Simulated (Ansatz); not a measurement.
`C[O][Sc]([NH2])[OH]`, 11 atoms. The species carries charge 0 and has multiplicity 1. Correlated methods include outer-core shells of Sc, which these sets cover unevenly. Scalar relativity is left out up to krypton. All runs use 2 threads of an AMD EPYC 7R13 on a shared host and a share of an NVIDIA H100 80 GB. Correlated methods freeze the cores. Open-shell runs search over several starts.

(1) How many basis functions does each run have, and how long does it take in Ansatz? RKS HSE06 (plane-wave form)-D4/def2-TZVPP energy; UKS B3LYP-D4/def2-TZVPP energy of the cation; RKS PBE0-D4/def2-QZVPP energy; RHF-CCSD(T)/def2-TZVPP energy; direct RPA on PBE orbitals/def2-TZVPP energy; UKS ωB97M-V/def2-TZVPP energy of the cation; UKS PBE-D4/def2-TZVPP energy of the cation; RKS PBE0-D4/def2-TZVP frequencies; UKS r2SCAN-D4/def2-TZVPP energy of the cation; UKS ωB97X-V/def2-TZVPP energy of the cation; RHF-MP2/def2-QZVPP energy; RKS PBE0-D4/def2-TZVP relaxation (26 steps). (Best estimate.)

Results:

(1) Ansatz gave: Other jobs shared the machine, so times are rough.

| level | job | functions | wall time | peak host memory (GiB) |
| --- | --- | --- | --- | --- |
| RKS HSE06 (plane-wave form)-D4/def2-TZVPP | energy | 272 | 3.1 s | 0.87 |
| direct RPA on PBE orbitals/def2-TZVPP | energy | 272 | 4.2 s | 1.3 |
| RKS PBE0-D4/def2-QZVPP | energy | 501 | 4.2 s | 1.1 |
| UKS ωB97X-V/def2-TZVPP | energy of the cation | 272 | 4.7 s | 1.1 |
| RHF-MP2/def2-QZVPP | energy | 501 | 4.8 s | 1.1 |
| RHF-CCSD(T)/def2-TZVPP | energy | 272 | 6.5 s | 1.2 |
| UKS B3LYP-D4/def2-TZVPP | energy of the cation | 272 | 7.5 s | 0.95 |
| UKS r2SCAN-D4/def2-TZVPP | energy of the cation | 272 | 8.6 s | 1 |
| UKS ωB97M-V/def2-TZVPP | energy of the cation | 272 | 12 s | 1.2 |
| UKS PBE-D4/def2-TZVPP | energy of the cation | 272 | 16 s | 0.92 |
| RKS PBE0-D4/def2-TZVP | relaxation (26 steps) | 205 | 46 s | 0.9 |
| RKS PBE0-D4/def2-TZVP | frequencies | 205 | 66 s | 0.91 |

B3LYP here is the variant with VWN-RPA as its local correlation; programs differ in this.
